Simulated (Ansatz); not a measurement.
`NB[SeH]`, relaxed with RKS PBE-D4/def2-SVP in the Gaussian-basis code of Ansatz from a rough embedded geometry. The force threshold is 0.03 eV/Å; the program also tests the step.

Charge 0, multiplicity 1.

Start:

```xyz
7

N     0.941    0.227   -0.622
B    -0.358    0.285    0.075
Se   -0.432   -0.385    1.945
H     0.790   -0.280   -1.466
H     1.173    1.248   -0.959
H    -1.337    0.708   -0.456
H    -0.777   -1.803    1.484
```

```
step  energy (eV)  largest force (eV/Å)  largest move (Å)
   1  -67558.4591                 2.483             0.000
   2  -67558.6143                 0.717             0.093
   3  -67558.6690                 0.390             0.069
   4  -67558.7680                 1.557             0.181
   5  -67558.9228                 2.141             0.193
   6  -67559.4286                 2.296             0.200
   7  -67559.8716                 1.763             0.195
   8  -67560.1406                 1.308             0.198
   9  -67560.3629                 0.618             0.200
  10  -67560.3953                 0.842             0.195
  11  -67560.4154                 0.591             0.042
  12  -67560.4290                 0.230             0.053
  13  -67560.4335                 0.119             0.032
  14  -67560.4338                 0.015             0.005
```

End:

```xyz
7

N     0.740    0.519   -0.826
B    -0.279   -0.099   -0.091
Se   -0.044   -0.457    1.830
H     0.642    0.714   -1.822
H     1.638    0.815   -0.441
H    -1.315   -0.418   -0.636
H    -1.381   -1.074    1.987
```

Run time 17 s (2 threads of an Arm Neoverse V1 on a shared host); peak host memory 0.12 GiB.
